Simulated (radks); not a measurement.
The numbers below are computed, except where a source is named.
Numerical settings for the vanadium ion V20+, [He] 2s1. Code: a radial shooting solver on a logarithmic mesh with Libxc functionals. Model: scalar-relativistic Kohn-Sham, r2SCAN, spin-polarised, spherical densities, finite nucleus; open shells are filled with parallel spins first; meta-GGA in the generalised Kohn-Sham scheme; Fermi nuclear charge, rms radius 3.6002 fm. The defaults (mesh step 0.008 in ln r, mesh end at 40 bohr or more with all orbitals vanishing there, Anderson mixing 0.5 over 9 steps, residual threshold near 1e-9 with the energy settled to 1e-9 hartree or 1e-11 of itself, here a cap of 59 iterations) give E = -576.101 hartree and 2s at -1539.8 eV in 11 iterations. Run on one thread of a shared host, so times are rough (Arm Neoverse N1): 0.08 s of CPU time, 0.08 s wall, 11 iterations on 2189 mesh points. Changes against that run (0 stands for a change within the tolerance of the run):

setting                    iterations  converged  E (mhartree)  e(2s) (meV)  CPU (s)
mesh step in ln r 0.03              9        yes       +0.0525       -0.107     0.03
mesh step in ln r 0.2              59         no     -2.52e+06            -      0.1
mesh step in ln r 0.12             59         no     -2.59e+06            -     0.13
mesh end (bohr) 2                  11        yes             0            0     0.07
mesh end (bohr) 400                11        yes             0            0     0.08
residual threshold 1e-16           59         no             0            0     0.33
residual threshold 1e-05            8        yes             0      -0.0413     0.06
mixing 0.05                        13        yes             0      +0.0034     0.09
linear mixing, mixing 0.2          59         no             0       -0.312     0.34
linear mixing, mixing 1            59         no             0            0      0.3
mixing history 3                   12        yes             0     -0.00438     0.08
iteration cap 5                     5         no             0        +6.92     0.04

No run marked as converged misses the energy by more than 1 mhartree. A mesh that ends early acts as a hard wall.
